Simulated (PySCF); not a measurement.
CH3, SMILES [CH3+], charge +1. Atoms are numbered in the order given.

```xyz
4

C      0.0000     0.0000     0.0000
H      1.0934     0.0000     0.0000
H     -0.5467     0.9469     0.0000
H     -0.5467    -0.9469     0.0000
```
Charge +1, spin multiplicity 1.

The structure is a stationary point at ωB97X-D3(BJ)/def2-TZVPD.

All values below come from PBE/def2-TZVPD in PySCF.

Symmetry labels are those of the subgroup C2v that the program uses (full group D3h).

List the valence orbital energies around the gap with their symmetry. (The exact figures need the calculation; the answer reports its results.)


| orbital | symmetry | energy (eV) |
|---|---|---|
| HOMO−3 | A1 | -281.55 |
| HOMO−2 | A1 | -26.70 |
| HOMO−1 | A1 | -19.98 |
| HOMO | B1 | -19.98 |
| LUMO | B2 | -14.48 |
| LUMO+1 | A1 | -6.10 |
| LUMO+2 | B1 | -4.48 |
| LUMO+3 | A1 | -4.48 |
